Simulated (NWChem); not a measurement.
GaHF$_{2}$; SMILES [F][GaH][F]

```xyz
4

Ga     0.0000     0.0000    -0.3135
H      0.0000     0.0000    -1.8636
F     -1.4544     0.0000     0.6553
F      1.4544     0.0000     0.6553
```
Atoms are numbered in this order, from 1.

Level: B3LYP/6-31G* (spherical d) (NWChem), optimised geometry, unscaled harmonic frequencies. 

**Question.** List the harmonic frequencies with IR intensities, and the thermochemistry.

**Answer.** 
| frequency (cm⁻¹) | IR intensity (km/mol) |
|---|---|
| 210 | 27.1 |
| 460 | 61.1 |
| 584 | 77.4 |
| 686 | 37.5 |
| 717 | 62.2 |
| 2037 | 38.0 |

```yaml
zero_point_energy: 6.7 kcal/mol
thermal correction to the enthalpy at 298.15 K (with zero-point energy): 9.8 kcal/mol
heat capacity Cv: 11.8 cal/(mol K)
entropy at 298.15 K and 1 atm (symmetry number 2): 66.3 cal/(mol K)
dipole_moment: 2.31 D
```

Rigid rotor and harmonic oscillator.
